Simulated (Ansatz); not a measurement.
## Telling isomers of GeH8NSi+ apart by their spectra

These gas-phase data were calculated for one isomer of GeH8NSi+ at PBE0-D3(BJ)/def2-SVP (harmonic, unscaled wavenumbers; equilibrium rotational constants with average atomic masses):

| Property | Result |
| --- | --- |
| rotational constants | 16.94, 1.911, 1.813 GHz |
| all wavenumbers above 1500 cm⁻¹ | 3525, 3460, 2326, 2325, 2292, 2253, 2253, 2224, 1569 |

Candidates:

(1) `[NH3+][GeH2][SiH3]`, a singlet
(2) `[NH3+][SiH2][GeH3]`, a singlet
(3) `[SiH3][NH2+][GeH3]`, a singlet

Task: Which structure fits?

Result: Candidate (3). 2 modes lie between 3250 and 3800 cm⁻¹, one for each N–H bond, while (1) has 3, (2) has 3.

The same quantities for all candidates:

```
     rotational constants (GHz)                                 wavenumbers above 1500 cm⁻¹  E above the lowest, PBE0-D3(BJ)/def2-SVP (kcal/mol)
(1)          8.401, 2.826, 2.26  3565, 3560, 3454, 2291, 2280, 2256, 2212, 2195, 1621, 1618                                                  1.1
(2)         11.58, 2.102, 1.881  3543, 3537, 3437, 2298, 2276, 2215, 2199, 2186, 1618, 1615                                                  0.0
(3)         16.94, 1.911, 1.813        3525, 3460, 2326, 2325, 2292, 2253, 2253, 2224, 1569                                                  2.6
```

Programs: Ansatz 0.2.0.
